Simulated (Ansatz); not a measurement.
`COB(S)OC` + `O[SiH3]` → `COB(S)O[SiH3]` + CH₃OH  (ligand exchange at a B–O bond)

Program: Ansatz. Geometries: PBE0-D4/def2-TZVP. ΔE: electronic, gas phase. CBS: MP2 limit from def2 TZ/QZ plus the TZ coupled-cluster correction, frozen cores. This one scheme is used for every species. DFT in def2-TZVPP. B3LYP here is the variant with VWN-RPA as its local correlation; programs differ in this. Each species was taken in one conformer, which may not be the lowest.

```csv
level,ΔE (kJ/mol),difference from CCSD(T)/CBS
r2SCAN-D4,3.9,1.4
PBE0-D4,1.2,-1.3
B3LYP-D4,-0.1,-2.6
ωB97X-V,3.1,0.6
ωB97M-V,3.5,1.0
B2PLYP,3.1,0.6
PBE,4.0,1.5
r2SCAN,4.4,1.9
B3LYP,2.1,-0.4
HF/def2-TZVPP,-1.5,-4.0
MP2/def2-TZVPP,4.6,2.1
CCSD/def2-TZVPP,2.3,-0.2
HF/def2-QZVPP,-2.1,-4.6
MP2/def2-QZVPP,4.1,1.6
SCS-MP2/def2-QZVPP,3.0,0.5
HF/CBS(def2),-2.2,-4.7
CCSD(T)/CBS,2.5,0
```

Largest T1 diagnostic among the species: 0.012.

In def2-TZVPP, CCSD(T) changes the Hartree–Fock value by +4.6 kJ/mol (the triples alone add +0.8 kJ/mol) and MP2 by +6.1 kJ/mol.
